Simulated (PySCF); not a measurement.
A ladder for the ionisation energy of Ga

Ga [Ar] 3d10 4s2 4p1 (2P) → Ga+ [Ar] 3d10 4s2 (1S). Scalar values calculated with PySCF 2.14 in aug-cc-pVQZ-DK (spin-free X2C; valence: [Ar] 3d10 frozen). The spin-orbit shift comes from two-component X2C-1e calculations (generalised Hartree-Fock, GHF, and MP2 on its spinors, GMP2) in x2c-QZVPPall-2c: GMP2 gives 5.819 eV without and 5.888 eV with screened spin-orbit coupling, a shift of 0.069 eV (GHF: 0.063 eV). Sums use unrounded values; where a UHF row is shifted, it takes the GHF shift.

| method | scalar (eV) |
| --- | --- |
| UHF | 5.535 |
| LDA | 6.037 |
| PBE | 5.958 |
| PBE0 | 5.980 |
| r2SCAN | 6.106 |
| BHandHLYP | 5.877 |
| wB97X-V | 5.854 |
| r2SCANh | 6.103 |
| TPSSh | 5.973 |
| MP2 (valence) | 5.767 |
| SCS-MP2 (valence) | 5.751 |
| CCSD (valence) | 5.814 |
| CCSD(T) (valence) | 5.841 |

Question: Form a composite estimate from CCSD(T) (valence) and the spin-orbit shift, and compare it with the reference, 5.999 eV (measured; NIST Atomic Spectra Database, ionization energies).

Answer: 5.841 + (0.069) = 5.909 eV, an error of -0.090 eV.

The errors of the correlated levels include the incompleteness of the basis and the frozen core, so a lower level can come closer by cancellation.
